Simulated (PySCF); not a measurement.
# The 1-electron isoelectronic series, spin-free X2C

Calculated with PySCF 2.14 from differences of total energies of unrestricted determinants, without spin-orbit coupling. Each ion has its own even-tempered basis scaled to its charge (17s7p4d3f3g for the first); frozen: nothing. Ionisation energies in eV.

| ion | configuration | UHF | LDA | PBE | PBE0 | r2SCAN | NIST (with spin-orbit, Breit and QED) |
| --- | --- | --- | --- | --- | --- | --- | --- |
| Gd⁶³⁺ | 1s1 (2S) | 59142.7 | 59061.4 | 59141.4 | 59141.7 | 59148.0 | 59065.54 ± 0.05 (t) |
| Dy⁶⁵⁺ | 1s1 (2S) | 63158.8 | 63074.5 | 63158.3 | 63158.4 | 63164.8 | 63073.23 ± 0.1 (t) |
| Ho⁶⁶⁺ | 1s1 (2S) | 65227.1 | 65141.3 | 65227.1 | 65227.1 | 65233.4 | 65137.13 ± 0.16 (t) |
| Er⁶⁷⁺ | 1s1 (2S) | 67336.0 | 67248.7 | 67336.4 | 67336.3 | 67342.7 | 67241.48 ± 0.07 (t) |
| Tm⁶⁸⁺ | 1s1 (2S) | 69486.5 | 69397.7 | 69487.5 | 69487.3 | 69493.6 | 69387.45 ± 0.09 (t) |
| Yb⁶⁹⁺ | 1s1 (2S) | 71678.9 | 71588.5 | 71680.4 | 71680.0 | 71686.3 | 71574.63 ± 0.1 (t) |
| Lu⁷⁰⁺ | 1s1 (2S) | 73913.9 | 73821.9 | 73916.0 | 73915.5 | 73921.8 | 73804.35 ± 0.24 (t) |
| Hf⁷¹⁺ | 1s1 (2S) | 76192.0 | 76098.6 | 76194.8 | 76194.1 | 76200.4 | 76077.7 ± 0.11 (t) |
| Ta⁷²⁺ | 1s1 (2S) | 78514.4 | 78419.4 | 78517.9 | 78517.0 | 78523.3 | 78394.63 ± 0.12 (t) |

Q: Interpolate the row of Tb⁶⁴⁺.

A: configuration 1s1 (2S); UHF 61130.9; LDA 61048.1; PBE 61130.0; PBE0 61130.2; r2SCAN 61136.5; NIST (with spin-orbit, Breit and QED) 61050.1 ± 0.6 (t).

Each ion has its own basis, which adds noise of up to about 0.1 % along the series.

NIST values marked (s) are semi-empirical, (t) theoretical. Open shells are high-spin determinants of the terms that Hund's rules give.
